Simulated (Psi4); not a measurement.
C$_{4}$H$_{5}$N, charge -1, doublet, geometry from GFN2-xTB (a state made from the parent by changing its charge; the spin is typed, not shown lowest) (a gas-phase anion, which may not be bound at this level). Base run: PBE0/pcseg-1 in Psi4.

Psi4 was given this input:
```
memory 2 GB

molecule {
-1 2
C    -0.04995486   -1.07906447    0.56123814
C    -1.15502101   -0.30673478    0.23174145
C    -0.71018762    0.82084237   -0.47439752
N     0.73369944    0.83310904   -0.50790060
C     1.09703458   -0.44222352    0.06446047
H    -0.06038837   -2.05008844    1.04625134
H    -2.19607247   -0.55746084    0.40945613
H    -1.23666393    1.76188197   -0.60695401
H     1.14387859    1.64255790    0.01376257
H     2.12212363   -0.58557148    0.39453298
}

set {
  basis pcseg-1
  reference uks
}

energy('pbe0')
print_variables()
```

Variants of this job, named by their change:

| change | ΔE vs base (eV) | point group used | SCF cycles |
|---|---|---|---|
| base | 0.00 | c1 | 10 |
| molecule keys = symmetry c1 | 0.00 | c1 | 10 |
| molecule keys = no_reorient | 0.00 | c1 | 10 |
| jitter_ang = 0.002 | 0.00 | c1 | 12 |
| molecule keys = symmetry c1, no_reorient, no_com | 0.00 | c1 | 10 |

Open shells are given as the SCF converged; they aren't shown to be the lowest states, and a large step between rows can be another state.

A gas-phase anion may not be bound at this level; its values then depend on the basis.
